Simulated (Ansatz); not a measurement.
BF2H4NSi, SMILES `N[SiH2]B(F)F` at its PBE0-D4/def2-TZVP geometry, where that method's forces vanish. Total charge 0; spin multiplicity 1.

```xyz
9

N     0.4474   -1.1167   -1.1342
Si    0.1780   -0.4859    0.4445
B    -0.5529    1.4185    0.5611
F    -0.7888    2.0016    1.7249
F    -0.8218    2.1474   -0.5097
H     1.2042   -0.7510   -1.6900
H    -0.3423   -1.3386   -1.7194
H    -0.7948   -1.3709    1.1415
H     1.4710   -0.5043    1.1812
```

(1) What forces (eV/Å) does PBE-D4/def2-TZVPP give on these atoms in Ansatz 0.2.0? (Estimate.)

Answers

(1) Computed: 
```
N1   0.083 -0.219  0.069
Si2 -0.080  0.205  0.142
B3   0.191 -0.505 -0.013
F4  -0.108  0.266  0.600
F5  -0.119  0.327 -0.557
H6   0.243  0.121 -0.199
H7  -0.257 -0.069 -0.209
H8  -0.096 -0.109  0.081
H9   0.142 -0.019  0.085
```
